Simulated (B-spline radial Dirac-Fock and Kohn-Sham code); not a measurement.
ΔSCF core binding energies without Breit or QED terms, calculated with a radial B-spline solver.

A sound run for neutral holmium, configuration [Xe] 4f11 6s2: The ground state converged in 11 iterations, with total energy -12621.37679 Ha, virial ratio 1.90915 and highest orbital energy -5.17 eV. ΔSCF binding energies: K (1s) 55867.5 eV, L3 (2p3/2) 8091.6 eV, M5 (3d5/2) 1355.0 eV.

A second run, with one unsound setting: The ground state had not converged after 3 iterations, with total energy -12621.32375 Ha, virial ratio 1.90980 and highest orbital energy -5.41 eV. ΔSCF binding energies: K (1s) 55866.6 eV, L3 (2p3/2) 8090.7 eV, M5 (3d5/2) 1353.9 eV (not all states converged, so these are not final).

```
iter   energy (Ha)        error
   1   -12620.46111514  2.14e+00
   2   -12620.66120933  2.37e-01
   3   -12621.32374511  5.10e-02
```

Question: Which fault fits the second run best?
A. box too small
B. functional not served
C. mesh too coarse
D. too few iterations

Answer: D. The input had maxit = 3: maxit ends the run before self-consistency.
